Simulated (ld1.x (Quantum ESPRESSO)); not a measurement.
**u(r) = r·R(r): atom against pseudo-atom (carbon (C))**

Columns: radius, all-electron u(r) and pseudo u(r) of the 2p shell (level -5.46 eV) of carbon in the configuration [He] 2s1.5 2p2.5; revPBE, scalar-relativistic, TM scheme, ld1.x (Quantum ESPRESSO) 7.5.

```csv
r (bohr),all-electron,pseudo
0.108,0.0540,0.0198
0.215,0.1611,0.0763
0.322,0.2781,0.1629
0.430,0.3874,0.2710
0.538,0.4804,0.3876
0.645,0.5554,0.4990
0.752,0.6146,0.5960
0.860,0.6587,0.6717
0.968,0.6883,0.7221
1.075,0.7052,0.7480
1.182,0.7117,0.7537
1.290,0.7096,0.7445
1.398,0.7007,0.7256
1.505,0.6866,0.7020
1.612,0.6684,0.6764
1.720,0.6471,0.6503
1.828,0.6236,0.6245
1.935,0.5989,0.5991
2.042,0.5734,0.5734
2.150,0.5472,0.5472
2.258,0.5210,0.5210
2.365,0.4952,0.4952
2.472,0.4700,0.4700
2.580,0.4451,0.4451
2.688,0.4210,0.4210
2.795,0.3980,0.3980
```

Problem. How many radial nodes do the two functions have?

Solution. The all-electron 2p function has n − l − 1 = 0; the pseudo-wave has 0.

Problem. At about which radius was the pseudo-wave matched?

Solution. 2.15 bohr. The columns agree to 0.0005 from 1.94 bohr on; several derivatives are matched, so the curves merge somewhat inside the radius.

Problem. Where does each function peak?

Solution. Outermost all-electron maximum near 1.18 bohr, pseudo maximum near 1.18 bohr (to the table’s step).

Problem. Is the pseudo-wave norm-conserving?

Solution. Yes: the TM scheme keeps the norm inside the radius equal to the all-electron one, which fixes the energy derivative of the logarithmic derivative at the level.
